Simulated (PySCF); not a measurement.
Broadened absorption spectrum of C3H7FOSi

Species: C₃H₇FOSi.
Numbering: `[CH3:1]/[C:2]([F:3])=[CH:4]/[O:5][SiH3:6]` (hydrogens: H7, H8, H9 on C1; H10 on C4; H11, H12, H13 on Si6)

Cartesian coordinates in Å at the PBE0-D3(BJ)/def2-SVP level; atoms count from 1:
```
atom  x, y, z in Å
C1    -2.2788    0.4466   -0.3357
C2    -0.8217    0.2048   -0.2376
F3    -0.1198    1.2540    0.2498
C4    -0.1588   -0.9085   -0.5680
O5     1.1664   -1.1098   -0.4724
Si6    2.4117   -0.1032    0.0478
H7    -2.4876    1.3184   -0.9770
H8    -2.7878   -0.4284   -0.7607
H9    -2.7119    0.6556    0.6565
H10   -0.7108   -1.7661   -0.9614
H11    2.5305    1.1101   -0.8095
H12    2.2537    0.2731    1.4811
H13    3.6272   -0.9466   -0.1141
```

Method: PySCF 2.14.0, density-fitted response routines, TDDFT CAM-B3LYP/def2-SVPD, vertical, gas phase, core orbitals frozen in the response.

Computed states:

```
state  E (eV)       f
   S1    5.78  0.0053
   S2    6.50  0.0019
   S3    6.83   0.357
   S4    7.14   0.013
   S5    7.24  0.0014
   S6    7.56  0.0005
   S7    7.91   0.011
   S8    7.99   0.016
   S9    8.19  0.0094
  S10    8.43  0.0025
```

Each state is given a Gaussian of 0.3 eV full width at half maximum, with ε(max) = 2.175×10⁸ f / Δν̃ (Δν̃ the width in cm⁻¹). The width is an assumption, not a result. The curve ends short of the highest state used, and states not computed would add to its high-energy end.

(1) Give the broadened spectrum and its maxima.

(2) On this curve, what absorbance would a 10⁻⁵ mol/L sample give at 193 nm over a 1 cm path?

(3) Coming from long wavelengths, where does ε first pass 100 L mol⁻¹ cm⁻¹?

Results:

(1) 
(E (eV), ε (L mol⁻¹ cm⁻¹)): (5.33, 1), (5.39, 4), (5.45, 17), (5.50, 43), (5.56, 108), (5.62, 218), (5.68, 352), (5.74, 456), (5.79, 477), (5.85, 410), (5.91, 283), (5.97, 157), (6.03, 69), (6.08, 30), (6.14, 12), (6.20, 13), (6.26, 31), (6.32, 73), (6.37, 145), (6.43, 357), (6.49, 1004), (6.55, 2818), (6.61, 6929), (6.67, 14043), (6.72, 21510), (6.78, 29364), (6.84, 32174), (6.90, 28341), (6.96, 20203), (7.01, 13142), (7.07, 6857), (7.13, 3411), (7.19, 1830), (7.25, 1070), (7.30, 676), (7.36, 356), (7.42, 173), (7.48, 93), (7.54, 76), (7.59, 100), (7.65, 203), (7.71, 452), (7.77, 902), (7.83, 1513)

Maxima: 215 nm (5.78 eV), ε about 480, made up of S1 (100%); 181 nm (6.84 eV), ε about 32000, made up of S3 (100%) (ε in L mol⁻¹ cm⁻¹; maxima over ε = 5, shares over 10%). At its high-energy end, 7.83 eV, the curve is still rising (ε about 1500, from S7 and S8).

(2) 193 nm is 6.424 eV, where ε is about 320 L mol⁻¹ cm⁻¹, so A = ε c l ≈ 0.0032 (Beer–Lambert, with the gas-phase spectrum and the assumed width).

(3) At about 223 nm (5.55 eV), 0.23 eV below S1.

All these states lie below the vertical ionisation energy of 8.76 eV (ΔSCF).

One conformer stands for the species.
